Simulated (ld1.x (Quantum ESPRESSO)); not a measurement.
# Ni: one change to a TM potential, before and after

| Quantity | Value |
| --- | --- |
| Element | nickel (Ni) |
| Generator | ld1.x (Quantum ESPRESSO) 7.5 |
| Type | norm-conserving Troullier–Martins (Kleinman–Bylander form) |
| Functional | PBEsol |
| Relativity | scalar-relativistic |
| Frozen core | [Ne] 3s2 |
| Valence charge | 16 |
| Reference configuration | 3p6 3d8 4s2 4p0 |
| Partial waves | 3p (bound): rc 1.15 bohr; 3d (bound): rc 1.25 bohr; 4s (bound): rc 1.55 bohr |
| Local potential | the s channel |
| Core correction | none |

All-electron outer shells of the reference configuration (PBEsol, scalar-relativistic, ld1.x):

```csv
shell,level (eV),outermost node (bohr),outermost maximum (bohr)
2p,-844.17,–,0.16
3s,-110.78,0.30,0.64
3p,-71.25,0.27,0.65
3d,-8.90,–,0.63
4s,-5.66,0.92,2.24
4p,-1.19,1.00,3.14
```

Change: all radii scaled by about 1.12 (s 1.74, p 1.30, d 1.40 bohr).

Cutoffs: the cutoffs (Ry, on a coarse ladder) from which the occupation-weighted sum of valence levels, in a spherical-Bessel basis at the reference potential, stays within 10 and 1 mRy of its value at 400 Ry; they do not see the model core or the augmentation charge, which bear on the density cutoff. Errors are all-electron minus pseudo energies relative to the spin-unpolarised reference configuration.

Problem. What does the change do?

Solution. The potential gets softer (160 Ry and 300 Ry → 140 Ry and 230 Ry); of the 7 tests that both files solve, the error grows in 3 and shrinks in 0 by more than 15 % and 0.3 meV (median size 255.0 → 229.3 meV); neither file shows a bound ghost at the reference potential, the only one tested. A larger radius leaves more room for a smooth pseudo-wave, so fewer plane waves are needed. More of the atom is replaced by a form fitted at one configuration, so other configurations suffer.

```tsv
quantity	base	changed
cutoff, loose	160 Ry	140 Ry
cutoff, tight	300 Ry	230 Ry
loose cutoff by channel (10 mRy a level)	p 70 Ry, d 140 Ry, s 25 Ry	p 70 Ry, d 110 Ry, s 8 Ry
bound ghosts	none	none
error for 3p6 3d8 4s1 4p0, meV [ΔE 9.34 eV]	-3.3	-4.8
error for 3p6 3d8 4s0 4p0, meV [ΔE 26.60 eV]	-22	-30
error for 3p6 3d7 4s0 4p0, meV [ΔE 64.03 eV]	-255	-229
error for 3p6 3d8 4s1 4p1, meV [ΔE 4.63 eV]	-606	-645
error for 3p6 3d8 4s0 4p2, meV [ΔE 9.54 eV]	-1492	-1595
error for 3p6 3d8 4s1.5 4p0, meV [ΔE 3.73 eV]	-0.8	-1.1
error for 3p6 3d7 4s2 4p1, meV [ΔE 10.58 eV]	-1102	-1176
```

Base: These tests converged, but a pseudo level misses the all-electron one widely, so the file describes the atom poorly there or has found another state: 3p6 3d7 4s0 4p0: empty 4p by 2.9 eV. Changed file: These tests converged, but a pseudo level misses the all-electron one widely, so the file describes the atom poorly there or has found another state: 3p6 3d7 4s0 4p0: empty 4p by 3.0 eV.
